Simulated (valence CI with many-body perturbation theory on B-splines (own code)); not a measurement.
Which ion has this spectrum?

A relativistic CI+MBPT calculation for an atom or ion with 32 electrons gives these levels (cm⁻¹):

| J | Parity | E | g |
| --- | --- | --- | --- |
| 0 | even | 0 |  |
| 1 | even | 856743 | 1.50 |
| 2 | even | 892731 | 1.18 |
| 2 | odd | 1673526 | 1.56 |
| 2 | even | 1776758 | 1.31 |
| 1 | odd | 1796587 | 1.07 |
| 0 | even | 1854490 |  |
| 2 | odd | 2148861 | 0.76 |
| 1 | odd | 2302650 | 0.86 |
| 2 | odd | 2385993 | 1.38 |
| 3 | odd | 2407371 | 1.14 |
| 2 | odd | 2537447 | 1.44 |
| 3 | odd | 2591621 | 1.29 |
| 0 | odd | 2628454 |  |

The energies are calculated, and their last digits are not significant.

(1) Which is it?
A. Re43+
B. W42+
C. Pt46+
D. Os44+

Results:

(1) D. Os44+, ground level (4s^2 4p1/2^2) J=0.
